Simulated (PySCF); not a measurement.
W(S)(F)2(OH)2 (F2H2O2SW), SMILES [OH][W]([OH])([F])([F])=[S], multiplicity 1.

Coordinates come from a B3LYP-D3(BJ)/def2-SVP optimisation. The multiplicity is an assumed one; no other spin state was optimised. The structure was generated by enumeration; whether it is a known compound was not checked. The def2 effective core potentials stand for the cores of W; spin–orbit coupling is left out. One conformer was computed; it need not be the lowest.

Two levels are set side by side: PBE/def2-TZVP (PySCF) and M06-2X/def2-TZVP (PySCF). Same geometry, gas phase. Differences are taken from unrounded values.

| quantity | PBE |
|---|---|
| orbital gap (eV) | 2.94 |
| highest occupied level (eV) | -6.89 |
| lowest empty level (eV) | -3.96 |
| dipole moment (D) | 2.58 |
| mean polarisability (bohr³) | 70.6 |

Task: These are the PBE values. What does M06-2X give? (An estimate is asked for; the answer gives what the named calculation found.)

Result: 
```tsv
quantity	M06-2X	PBE minus M06-2X
orbital gap (eV)	7.28	-4.35
highest occupied level (eV)	-9.49	2.60
lowest empty level (eV)	-2.21	-1.75
dipole moment (D)	2.34	0.24
mean polarisability (bohr³)	67.0	3.6
```

Without exact exchange PBE keeps part of each electron's self-repulsion, which lifts occupied levels and narrows the gap. Loosely held outer electrons make PBE densities more polarisable. Differences between two approximate levels are no errors against the true value.

Rough cost on one machine, each run with all the roots and properties that it gave: M06-2X against PBE about 3 times.
